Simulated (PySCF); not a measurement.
Mean harmonic wavenumber (cm⁻¹) of eight silicon and germanium compounds: PBE-D3(BJ) beside B3LYP-D3(BJ), computed with PySCF for isolated molecules in the bases named; differences from unrounded values. The eight are the first of their class met in an unordered collection, after screening for sound electronic states; none was chosen by its value. Each level has its own optimised geometry.

| molecule | basis | B3LYP-D3(BJ) |
|---|---|---|
| C₃H₆FNSi, SMILES FC1=CCN1[SiH3] | def2-SVP | 1208 |
| SiHBr3, SMILES Br[SiH](Br)Br | def2-SVP | 612 |
| Cl2FH3Si2, SMILES F[SiH2][SiH](Cl)Cl | def2-SVP | 801 |
| C₂H₉FOSi₂, SMILES F[Si@@H](O)[C@H](C)[SiH3] | def2-SVP | 1199 |
| GeF3Br, SMILES [F][Ge]([F])([F])[Br] | def2-SVP | 403 |
| Si(Cl)(H)2(NHMe) (CH₆ClNSi), SMILES Cl[SiH2]NC | def2-SVP | 1343 |
| Si(F)2(OH)(SiH3) (F₂H₄OSi₂), SMILES O[Si](F)(F)[SiH3] | def2-SVP | 947 |
| C2H8FNOSi, SMILES CC[Si@](N)(O)F | def2-SVP | 1324 |

Task: Estimate the PBE-D3(BJ) values and say how PBE-D3(BJ) differs from B3LYP-D3(BJ) over the set. (Estimate from the structure and the level; the computed values follow.)

Result: 
| molecule | PBE-D3(BJ) | difference |
|---|---|---|
| C₃H₆FNSi, SMILES FC1=CCN1[SiH3] | 1172 | -35 |
| SiHBr3, SMILES Br[SiH](Br)Br | 593 | -19 |
| Cl2FH3Si2, SMILES F[SiH2][SiH](Cl)Cl | 774 | -27 |
| C₂H₉FOSi₂, SMILES F[Si@@H](O)[C@H](C)[SiH3] | 1164 | -34 |
| GeF3Br, SMILES [F][Ge]([F])([F])[Br] | 388 | -15 |
| Si(Cl)(H)2(NHMe) (CH₆ClNSi), SMILES Cl[SiH2]NC | 1306 | -37 |
| Si(F)2(OH)(SiH3) (F₂H₄OSi₂), SMILES O[Si](F)(F)[SiH3] | 917 | -30 |
| C2H8FNOSi, SMILES CC[Si@](N)(O)F | 1292 | -32 |
PBE-D3(BJ) lies below B3LYP-D3(BJ) in 8 and above it in 0 of the eight; the mean signed difference is -29 and the largest -37 cm⁻¹.
